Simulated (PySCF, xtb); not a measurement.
Be(F)(SeH) (BeFHSe), SMILES [F][Be][SeH]. The values are those of a single conformer.

Harmonic wavenumbers (cm⁻¹) from GFN2-xTB run with xtb at its own minimum, in rising order: 164, 214, 388, 431, 1291, 2134.

Question: What does r2SCAN-D4/def2-TZVP (PySCF 2.14.0) give at its own minimum? (Estimate from the structure and the level; the computed values follow.)

Answer: 230, 275, 386, 581, 1337, 2418. Paired by order, the mean absolute difference is 102 cm⁻¹ and the zero-point energies are 6.6 and 7.5 kcal/mol.
